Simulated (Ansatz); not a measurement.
Reaction (cleavage of the B–B bond): `CB(C)BN` + H–F → `CB(C)F` + `BN`

Isolated molecules relaxed with PBE0-D4/def2-TZVP in Ansatz; ΔE leaves out vibrations. CBS: MP2 limit from def2 TZ/QZ plus the TZ coupled-cluster correction, frozen cores. This one scheme is used for every species. DFT in def2-TZVPP. One conformer a species, not always the lowest.

```tsv
species	r2SCAN-D4 energy (Eh)
`CB(C)BN`	-186.06718
H–F	-100.44667
`CB(C)F`	-204.56878
`BN`	-82.01752
```

Task: Work out ΔE.

Result: ΔE = (-204.56878) + (-82.01752) − (-186.06718) − (-100.44667) = -0.07245 Eh = -1.97 eV. CCSD(T)/CBS gives -1.88 eV.

Largest T1 diagnostic among the species: 0.012.

In def2-TZVPP, CCSD(T) changes the Hartree–Fock value by +0.27 eV (the triples alone add +0.02 eV) and MP2 by +0.27 eV. The D4 term adds +0.08 eV with B3LYP and +0.05 eV with PBE0; it sums over pairs of atoms, weighted by their polarisabilities, and B3LYP, whose exchange is more repulsive, gets the larger term.

B3LYP here is the variant with VWN-RPA as its local correlation; programs differ in this.
